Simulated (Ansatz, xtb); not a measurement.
System: TiO2, net charge 0, singlet state. SMILES: [O]=[Ti]=[O]
Geometry from a B3LYP-D3(BJ)/def2-TZVP (Ansatz, a program for electronic structure) optimisation:
```xyz
3

Ti    -0.0625    -0.3500    -0.1518
O      1.1230     0.6689    -0.6508
O     -0.9511     0.2935     1.0684
```

Harmonic wavenumbers from GFN2-xTB (xtb, at its own minimum), cm⁻¹: 274, 810, 830.

**Question.** Give the harmonic wavenumbers at B3LYP-D3(BJ)/def2-TZVP (Ansatz, finite differences of forces, unscaled).

**Answer.** 342, 988, 1031 cm⁻¹. Zero-point energy 3.4 kcal/mol.

**Question.** From these and the geometry, give the ideal-gas thermochemistry at 298.15 K and 1 atm (rigid rotor, harmonic oscillator).

**Answer.** Point group C2v, rotational symmetry number 2. Rotational constants 31.26, 8.539, 6.707 GHz. S(trans) 39.05, S(rot) 21.33, S(vib) 1.38, S(elec, spin only) 0.00, S 61.8 cal/(mol K). H(298) - H(0) 2.65 kcal/mol; G - E(el) -12.4 kcal/mol.
